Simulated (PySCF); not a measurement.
Compound: C6H10OP2.
Atom-mapped SMILES: `[CH3:1][CH2:2][P:3]([PH2:4])[c:5]1[cH:6][cH:7][o:8][cH:9]1`

Structure used (GFN2-xTB), in Å, numbered top down from 1:
```xyz
19
C6H10OP2 angstrom
C     -2.0125   -1.3959    0.4242
C     -1.7056   -0.2261   -0.4995
P     -0.7436    1.1035    0.3997
P     -0.3384    2.3423   -1.3399
C      0.8632    0.2591    0.4472
C      1.6735   -0.1955   -0.6348
C      2.7657   -0.7658   -0.0668
O      2.6978   -0.7001    1.2748
C      1.5496   -0.0790    1.5784
H     -2.5474   -2.1767   -0.1133
H     -2.6245   -1.0700    1.2626
H     -1.0901   -1.8186    0.8196
H     -1.1336   -0.5622   -1.3687
H     -2.6344    0.2296   -0.8566
H     -1.5215    3.0623   -1.1862
H      0.3842    3.2697   -0.5910
H      1.4588   -0.0978   -1.6804
H      3.6303   -1.2367   -0.4917
H      1.3186    0.0672    2.6150
```

NICS = −σ at a ghost point: NICS(0) at the centroid of the ring atoms, NICS(1) 1 Å to either side along the normal of their mean plane, zz for the tensor component along that normal. Level: GIAO PBE0/pcSseg-1 (PySCF, non-relativistic, gas phase) on the GFN2-xTB geometry, one conformer.

Ring bond lengths (Å), with Mayer bond orders in brackets: C5–C6 1.426 (1.21), C6–C7 1.357 (1.62), C7–O8 1.345 (1.08), O8–C9 1.340 (1.09), C9–C5 1.366 (1.62).

Problem. Give the NICS values of each ring in ppm.

Solution. 
```csv
ring,type,NICS(0),"NICS(1), two faces","NICS(1)zz, two faces",rms pucker (Å),"centre to ring atoms, mean (Å)"
C5–C6–C7–O8–C9,5-membered ring with O; formal bonds all aromatic,-11.3,-10.4 / -10.1,-26.1 / -25.7,0.00,1.16
```

Problem. What do they say, and how far can they be read as aromaticity?

Solution. 
- C5–C6–C7–O8–C9: mean NICS(1)zz -25.9 ppm, shielded, aromatic by this magnetic criterion (flat ring, no four-coordinate atom).

Problem. What does the geometric index give? Use HOMA with the parameters of Krygowski (1993).

Solution. 
- C5–C6–C7–O8–C9: HOMA 0.47; the largest term is that of C7–O8, α(R − Ropt)² = 1.01.

Problem. What field does 14.1 T along the ring normal induce along that normal at the second NICS(1) probe listed for ring C5–C6–C7–O8–C9, 1 Å off the ring?

Solution. NICSzz × B0 = -25.7 ppm × 14.1 T = -362 μT, against the applied field.

Problem. How shielded are the nuclei of the rings and their hydrogens (means over atoms taken as equivalent)?

Solution. 
```
atoms                        environment  σ isotropic (ppm)  principal values of the symmetric part, first atom (ppm)
   C5        substituted aromatic carbon               59.6                                        -13.6, 38.9, 153.3
   C6                 aromatic CH carbon               68.6                                        -23.6, 65.1, 164.3
   C7  aromatic CH next to a ring oxygen               37.5                                        -42.2, 47.9, 106.8
   O8                  furan-type oxygen               25.9                                      -125.2, -47.5, 250.3
   C9  aromatic CH next to a ring oxygen               32.4                                        -52.8, 49.5, 100.5
  H17                  aromatic hydrogen              24.49                                          21.3, 23.2, 29.0
  H18                  aromatic hydrogen              24.08                                          21.0, 24.7, 26.6
  H19                  aromatic hydrogen              24.05                                          20.8, 23.8, 27.5
```
